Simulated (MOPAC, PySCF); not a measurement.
C$_{3}$H$_{3}$N, SMILES `C#CN=C`, neutral singlet in the gas phase. 

Cartesian coordinates (Å):
SMILES: C#CN=C
```xyz
7

C      0.2780     1.0625    -1.3798
C     -0.0138     0.2161    -0.5738
N     -0.3842    -0.7892     0.2182
C     -0.1908    -0.7635     1.4753
H      0.5410     1.8168    -2.0783
H     -0.5164    -1.6151     2.0643
H      0.2862     0.0724     1.9908
```
Charge 0, spin multiplicity 1.

All levels are single points at this geometry (B3LYP-D3(BJ)/def2-TZVP); Pople sets use spherical d functions. Orbital energies aren't observables, and empty levels follow the basis.

PBE/6-31G* in PySCF gives HOMO (eV) = -5.53.

Question: Estimate the HOMO (eV) from each of these levels: B3LYP-D3(BJ)/def2-TZVP in PySCF; PBE-D3(BJ)/def2-TZVP in PySCF; B3LYP/3-21G in PySCF; BP86/6-31G* in PySCF; M06-2X/6-31G* in PySCF; SVWN5/6-31G* in PySCF; HF/3-21G in PySCF; HF/6-31G* in PySCF; AM1 in MOPAC; PM3 in MOPAC; PM6 in MOPAC; PM7 in MOPAC.

Answer: 
| level | HOMO (eV) |
|---|---|
| B3LYP-D3(BJ)/def2-TZVP in PySCF | -6.96 |
| PBE-D3(BJ)/def2-TZVP in PySCF | -5.92 |
| B3LYP/3-21G in PySCF | -6.51 |
| BP86/6-31G* in PySCF | -5.64 |
| M06-2X/6-31G* in PySCF | -8.14 |
| SVWN5/6-31G* in PySCF | -5.65 |
| HF/3-21G in PySCF | -9.90 |
| HF/6-31G* in PySCF | -9.79 |
| AM1 in MOPAC | -10.05 |
| PM3 in MOPAC | -9.69 |
| PM6 in MOPAC | -9.80 |
| PM7 in MOPAC | -9.99 |
